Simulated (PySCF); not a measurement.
Two species compared at the same levels of theory.

First species: C₅H₈ClFO.
Structure used (GFN2-xTB), in Å, numbered top down from 1:
```xyz
16
C5H8ClFO angstrom
C      0.2488   -0.4854    1.3912
C      0.0452   -0.0523   -0.0656
C      0.2318    1.4626   -0.2116
C     -1.3656   -0.4486   -0.5322
F     -2.3079    0.1780    0.2395
C      1.0289   -0.7729   -0.9520
O      0.7875   -1.5118   -1.8481
Cl     2.7092   -0.4262   -0.5468
H      1.2181   -0.1588    1.7561
H      0.1849   -1.5678    1.4814
H     -0.5282   -0.0384    2.0064
H      1.2009    1.7679    0.1716
H      0.1562    1.7586   -1.2557
H     -0.5462    1.9715    0.3518
H     -1.5415   -0.1424   -1.5673
H     -1.5297   -1.5250   -0.4300
```

Second species: C4H5Cl2NSi2.
Geometry (GFN2-xTB, Å), atoms numbered from 1 in this order:
```
atom  x, y, z in Å
C1     2.965   -0.726   -1.674
C2     2.068   -0.148   -1.119
Si3    0.684    0.738   -0.267
C4     1.592    1.770    1.008
N5     2.140    2.393    1.797
Si6   -0.707   -0.757    0.842
C7    -2.505   -0.440    0.213
Cl8   -2.558   -0.651   -1.555
Cl9   -2.992    1.220    0.635
H10    3.754   -1.228   -2.156
H11    0.089    1.705   -1.198
H12   -0.801   -0.606    2.297
H13   -0.466   -2.169    0.529
H14   -3.264   -1.102    0.625
```

Levels: CAM-B3LYP/def2-SVPD for dipole moment, HOMO energy, LUMO energy, HOMO–LUMO gap, static isotropic polarisability and electronic spatial extent ⟨r²⟩ about the centre of nuclear charge; TDDFT CAM-B3LYP/def2-SVPD for lowest singlet excitation; TDA CAM-B3LYP/def2-SVPD for lowest triplet excitation (Tamm–Dancoff); GFN2-xTB for rotational constant A and rotational constant C. Geometries: GFN2-xTB. Each structure is a single optimised conformer of the isolated species, non-relativistic unless stated. Electronic properties by PySCF.

Dipoles, sizes and rotational constants follow the conformer. The torsions of the flexible species, by atom-mapped SMILES:
- `[CH3:1][C:2]([CH3:3])([CH2:4][F:5])[C:6](=[O:7])[Cl:8]`: C1–C2–C4–F5 61°, C1–C2–C6–O7 119°
- `[CH:1]#[C:2][Si@H:3]([C:4]#[N:5])[SiH2:6][CH:7]([Cl:8])[Cl:9]`: C2–Si3–Si6–C7 -126°, Si3–Si6–C7–Cl8 58°

Values for the first species:

- Dipole moment: 1.54 D
- HOMO energy: -10.06 eV
- LUMO energy: -0.13 eV
- HOMO–LUMO gap: 9.93 eV
- Lowest singlet excitation: 5.09 eV
- Lowest triplet excitation (Tamm–Dancoff): 4.57 eV
- Static isotropic polarisability: 76.4 au
- Electronic spatial extent ⟨r²⟩ about the centre of nuclear charge: 1205 bohr²
- Rotational constant A: 3.000 GHz
- Rotational constant C: 0.979 GHz

(1) Estimate the same properties for the second species, and the change in each.

Answers

(1) 
| property | first | second | second less first |
| --- | --- | --- | --- |
| dipole moment | 1.54 D | 4.04 D | +2.50 D |
| HOMO energy | -10.06 eV | -9.87 eV | +0.19 eV |
| LUMO energy | -0.13 eV | -0.50 eV | -0.37 eV |
| HOMO–LUMO gap | 9.93 eV | 9.37 eV | -0.56 eV |
| lowest singlet excitation | 5.09 eV | 5.89 eV | +0.80 eV |
| lowest triplet excitation (Tamm–Dancoff) | 4.57 eV | 4.97 eV | +0.40 eV |
| static isotropic polarisability | 76.4 au | 127.4 au | +51.0 au |
| electronic spatial extent ⟨r²⟩ about the centre of nuclear charge | 1205 bohr² | 2597 bohr² | +1392 bohr² |
| rotational constant A | 3.000 GHz | 1.132 GHz | -1.868 GHz |
| rotational constant C | 0.979 GHz | 0.414 GHz | -0.565 GHz |

On the first: The polarisability is 11.32 Å³ as a volume (1 au = 0.148185 Å³), or 1.06 au for each of the 72 electrons.

On the second: The polarisability is 18.89 Å³ as a volume (1 au = 0.148185 Å³), or 1.30 au for each of the 98 electrons.
